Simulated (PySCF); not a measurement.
# Correlation energy of Si²⁺ (silicon, charge +2)

[Ne] 3s1 4s1, high-spin 3S determinant (an excited configuration). Calculation: PySCF 2.14, in aug-cc-pCVTZ-DK (8s7p5d3f, 75 functions); the spin-free X2C one-electron Hamiltonian (Gaussian nucleus). Frozen: [Ne]; 2 electrons correlated.

With two correlated electrons CCSD is exact within the correlated space (frozen core and kept virtual orbitals).

```tsv
level	correlation energy (mhartree)
CCSD	-8.25
```

Diagnostics: T1 = 0.0069, D1 = 0.0136, largest double amplitude 0.063.

The outer electron is Rydberg-like, and this basis confines it to a smaller radius and binds it less than a complete one would.

Cost of the coupled-cluster step: of the order of 7 core-seconds, for 2 correlated electrons.
